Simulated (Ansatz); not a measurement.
A structure relaxed at PBE0-D4/def2-TZVP, charge 0, multiplicity 1:

```xyz
18

C    -1.3835    1.1057   -0.0140
C    -0.2256    0.1669   -0.0059
N     0.9711    0.5295    0.4286
C     1.2663    1.8402    0.9355
In    1.8119   -1.4230    0.0266
Cl    2.2881   -2.7656    1.8636
Cl    3.2608   -1.5947   -1.7833
N    -0.2811   -1.0863   -0.4237
C    -1.4607   -1.7192   -0.9471
H    -1.5591    1.4881    0.9940
H    -1.1585    1.9650   -0.6504
H    -2.2925    0.6302   -0.3746
H     1.0737    2.6270    0.1962
H     2.3226    1.8919    1.1967
H     0.6937    2.0772    1.8405
H    -2.2740   -1.7614   -0.2135
H    -1.8353   -1.2252   -1.8509
H    -1.2180   -2.7462   -1.2183
```

(1) Give its formula and SMILES.

(2) Point group (tolerance 0.08 Å, 0.16 Å for H)?

(3) Summarise the bond lengths by kind.

Answers

(1) C4H9Cl2InN2, `CC1=[N+](C)[In-]([Cl])([Cl])[N]1C`.

(2) Cs.

(3) 1 × C–C 1.491 Å; 9 × C–H 1.087 to 1.097 Å; 4 × C–N 1.322 to 1.437 Å; 2 × In–N 2.164 to 2.167 Å; 2 × Cl–In 2.325 Å.

Program: Ansatz 0.2.0.
